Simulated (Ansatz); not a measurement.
Isolated molecules relaxed with PBE0-D4/def2-TZVP in Ansatz; ΔE leaves out vibrations. CBS: MP2 limit from def2 TZ/QZ plus the TZ coupled-cluster correction, frozen cores. This one scheme is used for every species. DFT in def2-TZVPP. Triplets are unrestricted, without spin–orbit coupling. Each species was taken in one conformer, which may not be the lowest.

Reaction (formal loss of a carbene): `C[SiH](O)F` → `[CH2]` (triplet) + `O[SiH2]F`

CCSD(T)/CBS gives +5.06 eV.

Problem. Another level gave +5.00 eV. Which?
A. revPBE/def2-TZVPP
B. r2SCANh-D4/def2-TZVPP
C. PBE-D4/def2-TZVPP
D. PBE0/def2-TZVPP

Solution. D. PBE0 5.00, PBE-D4 5.14, revPBE 4.81, r2SCANh-D4 4.85 eV.

Problem. What do rigid-rotor, harmonic-oscillator terms from PBE0-D4/def2-TZVP frequencies (298.15 K, 1 bar) make of the CCSD(T)/CBS value? (Estimate.)

Solution. The calculation gave: ΔZPE = -0.30 eV, ΔH = +4.81 eV, ΔS = 157 J/(mol·K), ΔG = +4.33 eV. Open shells count their whole term as degenerate.

Largest T1 diagnostic among the species: 0.011.

From PBE to PBE0 (25 % exact exchange), in def2-TZVPP and without D4, ΔE moves by −0.07 eV. The D4 term adds +0.10 eV with B3LYP and +0.05 eV with PBE0; it sums over pairs of atoms, weighted by their polarisabilities, and B3LYP, whose exchange is more repulsive, gets the larger term.

B3LYP here is the variant with VWN-RPA as its local correlation; programs differ in this.
